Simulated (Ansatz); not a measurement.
Molecule: GeH2, net charge -1, doublet state. 
Geometry from a B3LYP-D3(BJ)/def2-TZVP (Ansatz, a quantum-chemistry and plane-wave program) optimisation:
```xyz
3

Ge    -0.0026    -0.0015     0.0675
H      0.0175    -1.1399    -1.1063
H      0.0667     1.1878    -1.0527
```
Charge -1, spin multiplicity 2.

**Question.** Give the harmonic wavenumbers at B3LYP-D3(BJ)/def2-TZVP (Ansatz, finite differences of forces, unscaled).

**Answer.** 883, 1678, 1681 cm⁻¹. Zero-point energy 6.1 kcal/mol.

**Question.** From these and the geometry, give the ideal-gas thermochemistry at 298.15 K and 1 atm (rigid rotor, harmonic oscillator).

**Answer.** Point group C2v, rotational symmetry number 2. Rotational constants 195.5, 184.9, 95.01 GHz. S(trans) 38.85, S(rot) 13.82, S(vib) 0.16, S(elec, spin only) 1.38, S 54.2 cal/(mol K). H(298) - H(0) 2.41 kcal/mol; G - E(el) -7.7 kcal/mol.
